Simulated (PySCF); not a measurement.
# Ionisation energy of Cr by level of theory

Cr [Ar] 3d5 4s1 (7S) → Cr⁺ [Ar] 3d5 (6S), as a difference of total energies. Computed with PySCF 2.14 in x2c-TZVPPall with one added diffuse shell each of s, p, d, f type (7s6p5d3f1g, 80 functions), with the spin-free X2C one-electron Hamiltonian (Gaussian nucleus). Correlated levels: valence: [Ar] frozen; valence and next inner shell: [Ne] frozen. The calculations carry no spin-orbit coupling.

```tsv
method	ionisation energy (eV)	error (eV)
UHF	6.016	-0.751
LDA	7.619	+0.852
PBE	7.406	+0.639
PBE0	7.065	+0.298
r2SCAN	7.367	+0.600
revPBE	7.325	+0.558
M06-L	6.966	+0.199
MN15	6.697	-0.070
B97-3	6.856	+0.089
MP2 (valence)	6.515	-0.252
SCS-MP2 (valence)	6.182	-0.585
MP2 (valence and next inner shell)	6.768	+0.001
SCS-MP2 (valence and next inner shell)	6.422	-0.345
```

Reference: 6.767 eV (measured; NIST Atomic Spectra Database, ionization energies).

Errors of the correlated levels include the incompleteness of this basis and the frozen core.
